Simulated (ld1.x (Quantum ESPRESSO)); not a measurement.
## promethium (Pm), TM semilocal: configuration errors across variants

ld1.x (Quantum ESPRESSO) 7.5 input, shortened:

```
&input
   title='Pm', zed=61., rel=1, dft='PBESOL', iswitch=3,
   config='[Xe] 4f5 5d0 6s1.5 6p0.5'
 /
 &inputp
   pseudotype=1, tm=.true., lloc=0,
   nlcc=.true., rcore=0.60
 /
4
6P  2  1   0.50   0.00  3.10  3.10  0.0
5D  3  2   0.00   0.00  2.35  2.35  0.0
4F  4  3   5.00   0.00  1.00  1.00  0.0
6S  1  0   1.50   0.00  2.95  2.95  0.0
 &test
   configts(1)='4f5 5d0 6s1.5 6p0.5'
 /
```

All-electron excitation energies from the reference (eV): (1) 4f5 5d0 6s2 6p0 -1.190; (2) 4f5 5d0 6s1 6p0 4.701; (3) 4f5 5d0 6s0 6p0 15.542; (4) 4f4 5d1 6s1 6p0 7.654; (5) 4f5 5d0 6s1 6p1 1.215; (6) 4f4 5d0 6s0 6p0 38.778; (7) 4f5 5d0 6s0 6p2 3.723.

In the semilocal form every listed channel keeps its own potential, so the choice of the local channel does not act on these tests. It acts once the file is put into the separable form.

A semilocal file is local in each channel, so a ghost entry of none says nothing of the separable form that plane-wave codes build from it.

2 further variants failed, have other tests or another functional or relativity, and are left out.

Errors AE − PS in meV (a dash: test not solved or not reliable):

```tsv
change	(1)	(2)	(3)	(4)	(5)	(6)	(7)	bound ghosts
base	-0.6	-2.6	-56	-666	-1.3	-1586	-5.1	none
wave 6p (bound): rc 3.10 bohr becomes 6p (bound): rc 4.72 bohr	-1.3	-2.4	-52	-625	-2.6	-1514	-24	none
wave 5d (bound): rc 2.35 bohr becomes 5d (bound): rc 1.84 bohr	-0.6	-2.6	-56	-665	-1.3	-1586	-5.1	none
local potential the p channel	-0.6	-2.6	-56	-666	-1.3	-1586	-5.1	none
wave 6s (bound): rc 2.95 bohr becomes 6s (bound): rc 3.56 bohr	-0.8	-3.4	-55	-701	-1.5	-1519	-6.1	none
```

(1) Give the same row for: core correction a·sin(br)/r model core inside 1.24 bohr.

## Answers

(1) -0.6, -2.6, -56, -624, -1.3, -1553, -5.0; bound ghosts: none.
